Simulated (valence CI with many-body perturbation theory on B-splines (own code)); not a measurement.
**E1 transitions of Ho⁵²⁺**

Method: configuration interaction combined with many-body perturbation theory (CI+MBPT): five valence electrons over a frozen Dirac-Fock core [Ne], a basis of 11 s, 11 p, 10 d, 8 f, 5 g, 2 h functions for each j, with the one-electron correlation potential Σ1, the two-electron term Σ2, the three-electron term Σ3, Breit, model QED; selected CI, second order for the rest, scaled by the run's own slope (own B-spline code, finite nucleus).

The last digits are not significant, and no measured levels were compared; by estimate large intervals hold to a few tenths of a per cent, small ones and those within an open d or f shell to about a per cent. Among the levels kept, up to 3200 cm⁻¹ of a level comes from second order outside the variational space, and about a tenth of that is noise between levels of different J, which matters for small intervals.

Lines 151 to 200 of 570 in falling wavelength, among levels below 986.23 eV, chosen from the strongest by gf and those to the six lowest levels. Wavelengths and rates use the calculated energies. Electric multipoles are in the length gauge, E1 and E2 with the static RPA response of the core. Weak lines are less certain than strong ones. Lines between different terms over intervals too small for the method are left out, as are lines whose strength nearly cancels. The highest levels of a list are the least certain.

Levels are named by their leading jj configuration (3d3/2^4 stands for four electrons in 3d with j = 3/2), which in mixed levels can hold well under half, so a name can repeat and another be missing. Letters in brackets count levels of one name in rising energy.

| λ vac (Å) | Upper | Lower | A (s⁻¹) | S (a.u.) with core polarisation | S without |
| --- | --- | --- | --- | --- | --- |
| 46.46 | (3s 3p1/2^2 3d3/2 3d5/2) J=3/2 [b] | (3s 3p1/2^2 3p3/2 3d3/2) J=3/2 [b] | 7.37e+10 | 1.46e-02 | 1.48e-02 |
| 46.35 | (3s^2 3p1/2 3d3/2 3d5/2) J=5/2 [a] | (3s^2 3p1/2 3p3/2 3d3/2) J=3/2 [a] | 9.47e+10 | 2.79e-02 | 2.83e-02 |
| 46.29 | (3s^2 3p1/2 3p3/2 3d5/2) J=3/2 [b] | (3s^2 3p1/2 3p3/2^2) J=1/2 | 1.62e+11 | 3.17e-02 | 3.21e-02 |
| 46.24 | (3s 3p1/2^2 3d3/2 3d5/2) J=7/2 [a] | (3s 3p1/2^2 3p3/2 3d3/2) J=5/2 [a] | 1.13e+11 | 4.42e-02 | 4.48e-02 |
| 46.19 | (3s^2 3p1/2 3d3/2 3d5/2) J=3/2 [b] | (3s^2 3p1/2 3p3/2 3d3/2) J=1/2 [b] | 1.09e+11 | 2.12e-02 | 2.14e-02 |
| 46.19 | (3s^2 3p3/2 3d3/2 3d5/2) J=3/2 [b] | (3s^2 3p3/2^2 3d3/2) J=3/2 [b] | 1.89e+11 | 3.67e-02 | 3.72e-02 |
| 46.18 | (3s^2 3p1/2 3d3/2 3d5/2) J=9/2 | (3s^2 3p1/2 3p3/2 3d3/2) J=7/2 | 1.68e+11 | 8.16e-02 | 8.28e-02 |
| 46.18 | (3s 3p1/2 3p3/2^2 3d5/2) J=5/2 [c] | (3s 3p1/2 3p3/2^3) J=5/2 | 4.34e+10 | 1.26e-02 | 1.28e-02 |
| 46.10 | (3s 3p1/2 3p3/2^2 3d5/2) J=3/2 [a] | (3s 3p1/2 3p3/2^3) J=3/2 [a] | 9.11e+10 | 1.76e-02 | 1.79e-02 |
| 45.98 | (3s 3p1/2 3p3/2^2 3d5/2) J=1/2 [c] | (3s 3p1/2 3p3/2^3) J=3/2 [b] | 8.15e+10 | 7.82e-03 | 7.94e-03 |
| 45.96 | (3s^2 3p1/2 3d5/2^2) J=1/2 | (3s^2 3p1/2 3p3/2 3d5/2) J=1/2 | 7.89e+10 | 7.56e-03 | 7.66e-03 |
| 45.91 | (3s^2 3p1/2 3d3/2 3d5/2) J=5/2 [a] | (3s^2 3p1/2 3p3/2 3d3/2) J=5/2 [a] | 7.96e+10 | 2.28e-02 | 2.31e-02 |
| 45.89 | (3s 3p1/2^2 3d5/2^2) J=1/2 | (3s 3p1/2^2 3p3/2 3d5/2) J=3/2 [b] | 1.70e+11 | 1.62e-02 | 1.64e-02 |
| 45.88 | (3s 3p1/2^2 3d5/2^2) J=5/2 | (3s 3p1/2^2 3p3/2 3d5/2) J=3/2 [a] | 3.18e+10 | 9.10e-03 | 9.22e-03 |
| 45.82 | (3s^2 3p1/2 3d3/2 3d5/2) J=7/2 [b] | (3s^2 3p1/2 3p3/2 3d3/2) J=5/2 [b] | 1.85e+11 | 7.04e-02 | 7.14e-02 |
| 45.73 | (3s 3p1/2^2 3p3/2 3d5/2) J=7/2 [a] | (3s 3p1/2^2 3p3/2^2) J=5/2 | 1.77e+11 | 6.67e-02 | 6.76e-02 |
| 45.72 | (3s^2 3p1/2 3p3/2 3d5/2) J=1/2 | (3s^2 3p1/2 3p3/2^2) J=1/2 | 2.56e+11 | 2.42e-02 | 2.46e-02 |
| 45.71 | (3s 3p1/2^2 3d3/2 3d5/2) J=5/2 [a] | (3s 3p1/2^2 3p3/2 3d3/2) J=3/2 [a] | 1.21e+11 | 3.42e-02 | 3.46e-02 |
| 45.71 | (3s^2 3p3/2 3d5/2^2) J=7/2 | (3s^2 3p3/2^2 3d5/2) J=9/2 | 6.25e+10 | 2.35e-02 | 2.39e-02 |
| 45.70 | (3s 3p1/2^2 3d5/2^2) J=5/2 | (3s 3p1/2^2 3p3/2 3d5/2) J=7/2 [a] | 4.03e+10 | 1.14e-02 | 1.16e-02 |
| 45.65 | (3s 3p1/2^2 3p3/2 3d5/2) J=5/2 [b] | (3s 3p1/2^2 3p3/2^2) J=3/2 | 2.80e+11 | 7.87e-02 | 7.98e-02 |
| 45.62 | (3s 3p1/2 3p3/2^2 3d5/2) J=1/2 [c] | (3s 3p1/2 3p3/2^3) J=1/2 | 1.22e+11 | 1.14e-02 | 1.16e-02 |
| 45.59 | (3s^2 3p3/2 3d5/2^2) J=5/2 | (3s^2 3p3/2^2 3d3/2) J=3/2 [b] | 1.06e+11 | 2.98e-02 | 3.02e-02 |
| 45.58 | (3s^2 3p3/2 3d3/2 3d5/2) J=5/2 [d] | (3s^2 3p3/2^2 3d5/2) J=7/2 | 2.60e+10 | 7.30e-03 | 7.40e-03 |
| 45.55 | (3s 3p1/2^2 3p3/2 3d5/2) J=3/2 [b] | (3s 3p1/2^2 3p3/2^2) J=1/2 | 1.15e+11 | 2.14e-02 | 2.17e-02 |
| 45.46 | (3s^2 3p1/2 3d5/2^2) J=9/2 | (3s^2 3p1/2 3p3/2 3d5/2) J=9/2 | 6.72e+10 | 3.12e-02 | 3.16e-02 |
| 45.43 | (3s 3p1/2 3p3/2^2 3d5/2) J=5/2 [b] | (3s 3p1/2 3p3/2^3) J=3/2 [a] | 8.74e+10 | 2.43e-02 | 2.46e-02 |
| 45.40 | (3s^2 3p1/2 3d5/2^2) J=1/2 | (3s^2 3p1/2 3p3/2 3d5/2) J=3/2 [b] | 2.44e+11 | 2.25e-02 | 2.28e-02 |
| 45.39 | (3s^2 3p1/2 3d3/2 3d5/2) J=3/2 [a] | (3s^2 3p1/2 3p3/2 3d3/2) J=1/2 [a] | 6.73e+10 | 1.24e-02 | 1.26e-02 |
| 45.38 | (3s^2 3p1/2 3d3/2 3d5/2) J=3/2 [a] | (3s^2 3p1/2 3p3/2 3d3/2) J=3/2 [a] | 1.18e+11 | 2.18e-02 | 2.21e-02 |
| 45.37 | (3s^2 3p3/2 3d5/2^2) J=7/2 | (3s^2 3p3/2^2 3d5/2) J=7/2 | 5.90e+10 | 2.17e-02 | 2.21e-02 |
| 45.36 | (3s 3p1/2 3p3/2^2 3d5/2) J=3/2 [d] | (3s 3p1/2 3p3/2^3) J=3/2 [b] | 1.54e+11 | 2.83e-02 | 2.87e-02 |
| 45.30 | (3s^2 3p1/2 3p3/2 3d5/2) J=7/2 [b] | (3s^2 3p1/2 3p3/2^2) J=5/2 | 3.04e+11 | 1.12e-01 | 1.13e-01 |
| 45.28 | (3s^2 3p1/2 3p3/2 3d5/2) J=5/2 [b] | (3s^2 3p1/2 3p3/2^2) J=5/2 | 7.25e+10 | 1.99e-02 | 2.02e-02 |
| 45.20 | (3s^2 3p1/2 3d3/2 3d5/2) J=1/2 | (3s^2 3p1/2 3p3/2 3d3/2) J=1/2 [a] | 1.70e+11 | 1.55e-02 | 1.57e-02 |
| 45.10 | (3s 3p1/2 3p3/2^2 3d5/2) J=5/2 [d] | (3s 3p1/2 3p3/2^3) J=5/2 | 1.04e+11 | 2.83e-02 | 2.87e-02 |
| 45.10 | (3s 3p1/2^2 3d3/2 3d5/2) J=3/2 [a] | (3s 3p1/2^2 3p3/2 3d3/2) J=1/2 [a] | 1.14e+11 | 2.07e-02 | 2.10e-02 |
| 44.98 | (3s 3p1/2 3p3/2^2 3d5/2) J=7/2 [d] | (3s 3p1/2 3p3/2^3) J=5/2 | 2.81e+10 | 1.01e-02 | 1.03e-02 |
| 44.89 | (3s^2 3p3/2 3d3/2 3d5/2) J=1/2 [b] | (3s^2 3p3/2^2 3d3/2) J=3/2 [b] | 2.80e+11 | 2.50e-02 | 2.54e-02 |
| 44.87 | (3s^2 3p3/2 3d5/2^2) J=9/2 | (3s^2 3p3/2^2 3d5/2) J=9/2 | 2.29e+11 | 1.02e-01 | 1.03e-01 |
| 44.84 | (3s 3p1/2^2 3d5/2^2) J=1/2 | (3s 3p1/2^2 3p3/2 3d5/2) J=1/2 | 8.97e+10 | 7.99e-03 | 8.09e-03 |
| 44.83 | (3s 3p1/2^2 3d3/2 3d5/2) J=3/2 [a] | (3s 3p1/2^2 3p3/2 3d3/2) J=3/2 [a] | 4.10e+10 | 7.30e-03 | 7.40e-03 |
| 44.79 | (3s 3p1/2^2 3d3/2 3d5/2) J=9/2 | (3s 3p1/2^2 3p3/2 3d3/2) J=7/2 | 1.81e+11 | 8.01e-02 | 8.12e-02 |
| 44.67 | (3s^2 3p3/2 3d3/2 3d5/2) J=7/2 [c] | (3s^2 3p3/2^2 3d3/2) J=7/2 | 2.58e+10 | 9.07e-03 | 9.20e-03 |
| 44.64 | (3s^2 3p3/2 3d3/2 3d5/2) J=7/2 [c] | (3s^2 3p3/2^2 3d3/2) J=5/2 | 3.92e+11 | 1.38e-01 | 1.40e-01 |
| 44.61 | (3s 3p1/2 3p3/2^2 3d5/2) J=5/2 [f] | (3s 3p1/2 3p3/2^3) J=3/2 [b] | 3.97e+11 | 1.04e-01 | 1.06e-01 |
| 44.54 | (3s^2 3p3/2 3d5/2^2) J=9/2 | (3s^2 3p3/2^2 3d5/2) J=7/2 | 2.09e+11 | 9.13e-02 | 9.26e-02 |
| 44.47 | (3s 3p1/2 3p3/2^2 3d5/2) J=7/2 [e] | (3s 3p1/2 3p3/2^3) J=5/2 | 2.45e+11 | 8.51e-02 | 8.63e-02 |
| 44.44 | (3s 3p1/2^2 3d5/2^2) J=5/2 | (3s 3p1/2^2 3p3/2 3d5/2) J=5/2 [a] | 1.88e+11 | 4.89e-02 | 4.96e-02 |
| 44.42 | (3s^2 3p1/2 3d5/2^2) J=3/2 | (3s^2 3p1/2 3p3/2 3d5/2) J=5/2 [a] | 5.04e+10 | 8.72e-03 | 8.85e-03 |
